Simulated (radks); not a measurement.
All-electron atom: Lu I in [Xe] 4f13 5d2 6s1 6p1 (not the ground configuration). All-electron calculation, scalar-relativistic Kohn-Sham, BLYP, spin-polarised, spherical densities, point nucleus; open shells are filled with parallel spins first (spin-orbit coupling, left out, can overturn this in heavy ions). Program: a radial shooting solver on a logarithmic mesh with Libxc functionals.

Radial electron density D(r) = 4 pi r^2 rho(r):

r (bohr)  D(r) (e/bohr)  spin D(r)
0.001328          9.964   0.000441
0.001829          16.03   0.000702
0.002518          25.09    0.00108
0.003468          37.84    0.00159
0.004738          53.80    0.00217
0.006524          72.12    0.00269
0.008985          88.24    0.00285
0.01237           96.23    0.00231
0.0169            93.22    0.00122
0.02328           85.91   0.000884
0.03206           91.15    0.00411
0.04415           114.8     0.0128
0.06031           129.3     0.0256
0.08306           111.6     0.0490
0.1144            99.39      0.104
0.1575            116.3      0.208
0.2152            95.72      0.450
0.2963            57.74       1.06
0.4081            66.31       1.64
0.562             55.91       1.43
0.7678            27.87       1.00
1.057             15.59      0.918
1.456             8.561      0.997
2.005             3.202       1.12
2.74              1.382       1.11
3.773            0.7792      0.766
5.195            0.3264      0.326
7.155           0.08344     0.0834
9.775           0.01251     0.0125
13.46         0.0007978   0.000798

D(r) has 4 maxima, at r = 0.0132, 0.0594, 0.165, 0.446 bohr, and minima at 0.0252, 0.108, 0.316 bohr, inside which lie 1.91, 11.12, 29.77 electrons.
